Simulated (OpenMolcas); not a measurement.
## Os3+: moving or changing the point charges

Os3+ among 4 point charges of -1 e arranged as a tetrahedron (Td), 2.19 Å from the ion.
```
   1.2644    1.2644    1.2644  -1.00
   1.2644   -1.2644   -1.2644  -1.00
  -1.2644    1.2644   -1.2644  -1.00
  -1.2644   -1.2644    1.2644  -1.00
```

```
Program             : OpenMolcas
Method              : CASSCF
Basis               : ANO-RCC-VDZP [7s6p4d2f1g]
Scalar Hamiltonian  : DKH2, point nucleus
Active space        : 5 electrons in 5 orbitals (5d)
State averaging     : 2S+1 = 6 even, 1 root; 2S+1 = 4 even, 24 roots; 2S+1 = 2 even, 75 roots
Spin-orbit coupling : state interaction with AMFI integrals over the reference wave functions
```

Runs around this geometry, states (labels of Td). Energies in cm-1 above the lowest state or level, χT in cm3 K/mol; 10Dq and B are least-squares fits to the states below 45000 cm-1, weighted by degeneracy, with a free offset, and given where the rms deviation is under 5 % of |10Dq| (or 100 cm-1) and under 700 cm-1; 10Dq is negative for this site.

| R (Å) | q (e) | Ground state | 10Dq | B (rms of fit) | First gap with spin-orbit (degeneracies) | χT at 300 K | First state of another spin |
| --- | --- | --- | --- | --- | --- | --- | --- |
| 2.19 | -0.5 | 6A1 | -1002 | 820 (30) | 7.7 (4, 2) | 4.182 | 4T1 24766 |
| 1.99 | -1 | 6A1 | -2754 | 814 (59) | 14.7 (4, 2) | 4.180 | 4T1 23536 |
| 2.19 | -1 | 6A1 | -1882 | 816 (45) | 12.1 (4, 2) | 4.181 | 4T1 24250 |
| 2.44 | -1 | 6A1 | -1176 | 819 (34) | 8.8 (4, 2) | 4.182 | 4T1 24685 |

Taking |10Dq| as R^-n, n = -ln(1176 / 2754) / ln(2.44 / 1.99) = 4.2 between the shortest and longest distance. The point-charge formula for a cubic d site gives n = 5.

Scaling the charges by -0.5 / -1 = 0.50 scales |10Dq| by 1002 / 1882 = 0.53; with fixed orbitals a first-order splitting would follow the charge.

Without dynamic correlation the repulsion within the d shell is too large (B by tens of per cent), so at a given field states of lower spin stand too high. Point charges give a weaker field than real ligands, and real ions of this kind are as a rule low spin; the high spin found here belongs to the model. Point charges carry no covalency, so the field is a model and not that of real ligands. A group larger than the point group allows holds several states that coincide in this model. No measured value stands beside these numbers.
